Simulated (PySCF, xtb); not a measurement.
Sn(F)(Cl)2(NH2) (Cl2FH2NSn), SMILES [Sn]([Cl])([Cl])([NH2])[F]. One conformer was computed; it need not be the lowest.

Harmonic wavenumbers (cm⁻¹) from GFN2-xTB run with xtb at its own minimum, in rising order: 70, 85, 93, 96, 119, 121, 274, 343, 377, 471, 766, 775, 1434, 3348, 3379.

**Question.** What does PySCF 2.14.0 with B3LYP-D3(BJ)/def2-SVP give at its own minimum? (An estimate is asked for; the answer gives what the named calculation found.)

**Answer.** 35, 100, 140, 148, 160, 164, 371, 398, 537, 631, 665, 881, 1523, 3489, 3590. Paired by order, the mean absolute difference is 90 cm⁻¹ and the zero-point energies are 16.8 and 18.3 kcal/mol.
